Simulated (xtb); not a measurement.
Cd(Me)(SiH3) (CH6CdSi), SMILES [SiH3][Cd][CH3]. All values are semi-empirical tight-binding results from xtb (GFN2-xTB unless named), good for trends rather than for accurate numbers. Geometry optimised at GFN2-xTB. The structure was generated by enumeration; whether it is a known compound was not checked.

Optimised geometry:

```xyz
9

Cd    -0.0226     0.2751    -0.1871
C     -0.3577     2.0740    -1.4838
H     -1.1728     2.6943    -1.1042
H     -0.6198     1.7882    -2.5049
H      0.5272     2.7104    -1.5461
Si     0.2534    -1.8421     1.2927
H      0.2818    -3.1210     0.5462
H     -0.8241    -2.0445     2.2886
H      1.4904    -1.8874     2.1048
```
Charge 0, spin multiplicity 1.

The geometry has at least one imaginary mode, so it is a saddle point at that level.

For metal compounds this method's bond lengths and energies can be far off.

The orbital gap comes out as 3.67 eV.

Give the atomic charges and the Wiberg bond orders between heavy atoms. (Estimate from the structure and the level; the computed values follow.)

charges (e) Cd1 0.25, C2 -0.24, H3 0.02, H4 0.02, H5 0.02, Si6 0.31, H7 -0.12, H8 -0.12, H9 -0.12. Bond orders Cd1–C2 0.68, Cd1–Si6 0.70, C2–Si6 0.31.
